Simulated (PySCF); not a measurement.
A run for PySCF: R-M06-2X/def2-TZVPPD on NH3 (SMILES N).

```python
from pyscf import gto, dft

mol = gto.M(
    atom='''
    N     0.08141715   -0.08459136    0.02662002
    H     0.71660553    0.69713029   -0.08731696
    H     0.50144824   -0.88624045   -0.42973354
    H    -0.76990162    0.13822243   -0.47619660
    ''',
    basis='def2-tzvppd',
    charge=0, spin=0, verbose=4, max_memory=1800)
mf = dft.RKS(mol, xc='m062x').density_fit(auxbasis='def2-universal-jkfit')
mf.grids.level = 4
mf.conv_tol = 1e-9
mf.max_cycle = 150
mf.kernel()
mf.dip_moment()
```

It printed:

```
PySCF version 2.14.0

[INPUT] verbose = 4
[INPUT] num. atoms = 4
[INPUT] num. electrons = 10
[INPUT] charge = 0
[INPUT] spin (= nelec alpha-beta = 2S) = 0
[INPUT] symmetry False subgroup None
[INPUT] Mole.unit = angstrom
[INPUT] Symbol           X                Y                Z      unit          X                Y                Z       unit  Magmom
[INPUT]  1 N      0.081417150000  -0.084591360000   0.026620020000 AA    0.153856115343  -0.159854502904   0.050304547230 Bohr   0.0
[INPUT]  2 H      0.716605530000   0.697130290000  -0.087316960000 AA    1.354188191049   1.317385321239  -0.165005140430 Bohr   0.0
[INPUT]  3 H      0.501448240000  -0.886240450000  -0.429733540000 AA    0.947599839245  -1.674751731011  -0.812078697140 Bohr   0.0
[INPUT]  4 H     -0.769901620000   0.138222430000  -0.476196600000 AA   -1.454903204659   0.261202536972  -0.899881155449 Bohr   0.0

nuclear repulsion = 11.9351957393481
number of shells = 34
number of NR pGTOs = 109
number of NR cGTOs = 88
basis = def2-tzvppd
ecp = {}


******** <class 'pyscf.df.df_jk.DFRKS'> ********
method = DFRKS
initial guess = minao
damping factor = 0
level_shift factor = 0
DIIS = <class 'pyscf.scf.diis.CDIIS'>
diis_start_cycle = 1
diis_space = 8
diis_damp = 0
SCF conv_tol = 1e-09
SCF conv_tol_grad = None
SCF max_cycles = 150
direct_scf = False
XC library pyscf.dft.libxc version 7.1.2
    S. Lehtola, C. Steigemann, M. J. T. Oliveira, and M. A. L. Marques,  SoftwareX 7, 1–5 (2018)
XC functionals = m062x
    Y. Zhao and D. G. Truhlar,  Theor. Chem. Acc. 120, 215 (2008)
    Y. Zhao and D. G. Truhlar,  Theor. Chem. Acc. 120, 215 (2008)
radial grids:
    Treutler-Ahlrichs [JCP 102, 346 (1995); DOI:10.1063/1.469408] (M4) radial grids

becke partition: Becke, JCP 88, 2547 (1988); DOI:10.1063/1.454033
pruning grids: <function nwchem_prune>
grids dens level: 4
symmetrized grids: False
atomic radii adjust function: <function treutler_atomic_radii_adjust>
small_rho_cutoff = 0
Set gradient conv threshold to 3.16228e-05
Initial guess from minao.
tot grids = 75000
******** <class 'pyscf.df.df.DF'> ********
auxbasis = def2-universal-jkfit
init E= -56.4322899804728
  HOMO = -0.333756550581896  LUMO = 0.00253089574410836  gap/eV = 9.15085
cycle= 1 E= -56.5322114609386  delta_E= -0.0999  |g|= 0.301  |ddm|= 1.06
  HOMO = -0.272673404510925  LUMO = 0.0257452249825434  gap/eV = 8.12038
cycle= 2 E= -56.5334624285009  delta_E= -0.00125  |g|= 0.314  |ddm|= 0.342
  HOMO = -0.340766553106356  LUMO = 0.0215728989185138  gap/eV = 9.85976
cycle= 3 E= -56.553099782446  delta_E= -0.0196  |g|= 0.0197  |ddm|= 0.14
  HOMO = -0.339333365016984  LUMO = 0.0226447088926989  gap/eV = 9.84993
cycle= 4 E= -56.5531726567198  delta_E= -7.29e-05  |g|= 0.00293  |ddm|= 0.0177
  HOMO = -0.339624491714687  LUMO = 0.0225232488287759  gap/eV = 9.85454
cycle= 5 E= -56.553175291579  delta_E= -2.63e-06  |g|= 0.00041  |ddm|= 0.00482
  HOMO = -0.339593030333177  LUMO = 0.0225146760130741  gap/eV = 9.85345
cycle= 6 E= -56.5531753781577  delta_E= -8.66e-08  |g|= 5.6e-05  |ddm|= 0.00115
  HOMO = -0.339599956015128  LUMO = 0.0225117385672178  gap/eV = 9.85356
cycle= 7 E= -56.55317538069  delta_E= -2.53e-09  |g|= 8.96e-06  |ddm|= 0.000245
  HOMO = -0.339600229393724  LUMO = 0.0225115544980312  gap/eV = 9.85356
cycle= 8 E= -56.5531753807581  delta_E= -6.81e-11  |g|= 1.07e-06  |ddm|= 3.35e-05
  HOMO = -0.339599965205316  LUMO = 0.0225115501343964  gap/eV = 9.85356
Extra cycle  E= -56.5531753807588  delta_E= -6.96e-13  |g|= 5.71e-07  |ddm|= 1.59e-06
converged SCF energy = -56.5531753807588
Dipole moment(X, Y, Z, Debye):  0.27642,  0.27596, -1.45492
```

Self-consistency was reached.

Cost: very roughly 3.0 core-seconds.
